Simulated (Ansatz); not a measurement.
The cluster RuO2. Total charge 0; quintet. Geometry B3LYP-D4/def2-TZVP; atoms count from 1.

```xyz
3

Ru   -0.386   -0.330    0.344
O    -0.930    0.746   -0.875
O     1.316   -0.416    0.531
```

In the def2 sets Ru takes a core potential; there is no spin–orbit coupling. At PBE0-D4/def2-TZVP a broken-symmetry singlet of charge 0 lies 0.66 eV below the quintet, each at its own geometry. The structure comes from a short search, and lower isomers may exist.

Problem. Estimate the Mulliken populations from the PBE0/def2-TZVP orbitals of Ansatz.

Solution. 
```json
{"atom": "Ru1", "charge (e)": "1.07", "spin (α − β)": "2.77", "d electrons": "6.19"}
{"atom": "O2", "charge (e)": "-0.53", "spin (α − β)": "0.62", "d electrons": "–"}
{"atom": "O3", "charge (e)": "-0.53", "spin (α − β)": "0.62", "d electrons": "–"}
```
Mulliken values and Mayer orders depend strongly on the basis.

Problem. Where does the spin sit?

Solution. Summed by element: Ru 2.77, O 1.23, of 4 unpaired in all. Largest on single atoms: Ru1 2.77, O2 0.62, O3 0.62.

Problem. And the Mayer bond orders between bonded heavy atoms (over 0.3)?

Solution. Ru1–O2 1.78 (1.72 Å); Ru1–O3 1.78 (1.72 Å).
